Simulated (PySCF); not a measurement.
## What settings do to a single point of ErF3(NH3)

The sound run of ErF3(NH3) (singlet in the valence; each metal's 4f electrons, 11 of them, lie in its core potential, out of spins and levels) uses PySCF 2.14.0, RKS PBE, Er lcecp-1-SVP with ECP57, F def2-SVP, N def2-SVP, H def2-SVP; non-relativistic Hamiltonian with scalar-relativistic core potentials where named; density fitting; no spin-orbit coupling, grid (50, 194), threshold 1e-8 Eh and 55 cycles, at the relaxed geometry:

```xyz
8

Er    0.0868   -0.0868    0.0868
F     1.0896    1.3491    1.0896
F    -1.3491   -1.0896    1.0896
F     1.0896   -1.0896   -1.3491
N    -1.3450    1.3450   -1.3450
H    -1.9621    1.9621   -0.7960
H    -0.7960    1.9621   -1.9621
H    -1.9621    0.7960   -1.9621
```

There Er1 has a Mulliken charge of 0.91 e and the dipole about the centre of mass is 6.37 D. Each run below changes one thing and starts from free metal ions and neutral atoms unless it says otherwise; with 55 cycles, smearing, a level shift and second-order steps follow where DIIS fails, and their cycles count. Energy shifts count from the sound run. On f atoms grids over 110 angular points are at least (60, 302).

```
                                                       change    outcome  cycles  energy shift (eV)  largest force component (eV/Å)  charge on Er1 (e)  dipole about the centre of mass (D)
start from a density of up to 30 smeared cycles (not counted)  converged       7             0.0000                            0.01               0.91                                 6.37
                                              threshold 1e-05  converged       7             0.0000                            0.01               0.91                                 6.37
```

Problem. One further run converged with energy shift (eV) -0.0062, largest force component (eV/Å) 0.04, charge on Er1 (e) 0.91, dipole about the centre of mass (D) 6.37. Which change was it?
A. spin (2S) set to 12, limit 56 cycles
B. grid (99, 590)
C. charge changed by +1, spin kept, limit 92 cycles

Solution. B.

Problem. And the other changes listed?

Solution. 
| change | outcome | cycles | energy shift (eV) | largest force component (eV/Å) | charge on Er1 (e) | dipole about the centre of mass (D) |
| --- | --- | --- | --- | --- | --- | --- |
| charge changed by +1, spin kept, limit 92 cycles | refused | – | – | – | – | – |
| spin (2S) set to 12, limit 56 cycles | not converged | 56 | – | – | – | – |

Forces carry noise of the integration grid, about 0.01 to 0.03 eV/Å.

An lcecp potential fixes the number of 4f electrons, so in runs with it no electron can move into or out of that shell.
